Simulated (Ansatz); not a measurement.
`B/C=C(\C)O` + `SBCl` → `CSBCl` + `B/C=C/O`  (substitution at a C–C bond)

Isolated molecules relaxed with PBE0-D4/def2-TZVP in Ansatz; ΔE leaves out vibrations. CCSD(T)/CBS is the MP2 limit (def2-TZVPP, def2-QZVPP) plus CCSD(T) − MP2 in def2-TZVPP, frozen cores. This one scheme is used for every species. Double bonds are as drawn, so ΔE can hold a change between cis and trans. Functionals use def2-TZVPP. B3LYP here is the variant with VWN-RPA as its local correlation; programs differ in this. One conformer a species, not always the lowest.

```
             level  ΔE (kJ/mol)  difference from CCSD(T)/CBS
            PBE-D4         16.5                         -1.3
         r2SCAN-D4         19.1                          1.3
           PBE0-D4         18.1                          0.3
          B3LYP-D4         17.0                         -0.8
           ωB97X-V         18.0                          0.2
           ωB97M-V         18.5                          0.7
            B2PLYP         16.0                         -1.8
               PBE         15.2                         -2.6
            r2SCAN         18.7                          0.9
              PBE0         17.0                         -0.8
             B3LYP         15.1                         -2.7
     HF/def2-TZVPP         14.9                         -2.9
    MP2/def2-TZVPP         18.5                          0.7
SCS-MP2/def2-TZVPP         16.8                         -1.0
   CCSD/def2-TZVPP         19.6                          1.8
CCSD(T)/def2-TZVPP         19.2                          1.4
     HF/def2-QZVPP         15.1                         -2.7
    MP2/def2-QZVPP         17.7                         -0.1
SCS-MP2/def2-QZVPP         16.0                         -1.8
      HF/CBS(def2)         15.1                         -2.7
     MP2/CBS(def2)         17.1                         -0.7
    CCSD/CBS(def2)         18.3                          0.5
       CCSD(T)/CBS         17.8                            0
```

Largest T1 diagnostic among the species: 0.013.

In def2-TZVPP, CCSD(T) changes the Hartree–Fock value by +4.3 kJ/mol (the triples alone add −0.4 kJ/mol) and MP2 by +3.5 kJ/mol.
